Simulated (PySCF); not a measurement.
Method: PySCF with TPSSh-D3(BJ)/def2-TZVP // PBE-D3(BJ)/def2-SVP. All species are isolated molecules in the gas phase. 

Reference species: [Cu(NH3)4]2+ (charge +2, multiplicity 2).

```yaml
spin population on the central atom (Mulliken): 0.57
charge on the central atom (Mulliken): 0.30 e
coordination_number: 4
```

Changed species: [Co(NH3)4]2+ (excited doublet) (M = Co, multiplicity 2; the reference has M = Cu, multiplicity 2).

**Question.** Predict the effect on the spin population on the central atom (Mulliken), charge on the central atom (Mulliken) and coordination number.

**Answer.** the spin population on the central atom (Mulliken) rises by 0.51, to 1.08; the charge on the central atom (Mulliken) increases by 0.16 e, to 0.46 e; the coordination number is nearly the same.
